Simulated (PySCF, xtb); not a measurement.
CH3FTe, SMILES C[Te]F.

Harmonic wavenumbers (cm⁻¹) from GFN2-xTB run with xtb at its own minimum, in rising order: 86, 165, 479, 552, 793, 846, 1269, 1434, 1444, 3049, 3065, 3076.

Question: What does PBE-D3(BJ)/def2-TZVP in PySCF give at its own minimum? (The exact figures need the calculation; the answer reports its results.)

Answer: 108, 174, 519, 573, 790, 817, 1204, 1387, 1411, 2988, 3082, 3111. Paired by order, the mean absolute difference is 32 cm⁻¹ and the zero-point energies are 23.2 and 23.1 kcal/mol.
